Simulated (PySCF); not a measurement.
## GeBr₂⁺ + Cl₂ → GeCl₂⁺ + Br₂

Level: PBE0 in the def2-TZVP basis family, all electrons, no relativity, computed in PySCF with density fitting; open shells unrestricted.

```csv
species,state and structure,E (Eh),ZPE (kJ/mol),H(298 K) − H(0) (kJ/mol),S° (J/(mol K))
GeBr₂⁺,"doublet, C2v, Ge–Br 2.233 Å (×2); Br–Ge–Br 121.7°",-7224.20138,4.4,14.0,322.0
Cl₂,"singlet, D∞h, Cl–Cl 1.982 Å",-920.08940,3.5,9.1,222.5
GeCl₂⁺,"doublet, C2v, Ge–Cl 2.075 Å (×2); Cl–Ge–Cl 120.7°",-2996.59151,6.4,13.0,298.6
Br₂,"singlet, D∞h, Br–Br 2.281 Å",-5147.70672,2.0,9.7,244.8
```

What is the electronic reaction energy?

At PBE0/def2-TZVP, ΔE = -19.6 kJ/mol from the differences of the total energies times 2625.5, downhill. 

Add zero-point, thermal and entropy terms for 298.15 K and 1 bar.

ΔZPE = 0.5 and Δ[H(298) − H(0)] = -0.4 kJ/mol give ΔH° = -19.5 kJ/mol. ΔS° = -1.1 J/(mol K), so ΔG° = -19.5 − 298.15 × (-0.0011) = -19 kJ/mol and log₁₀K = 3.4.

Only the bonding shown was studied: isomers, or loss of a ligand pair, can lie lower.
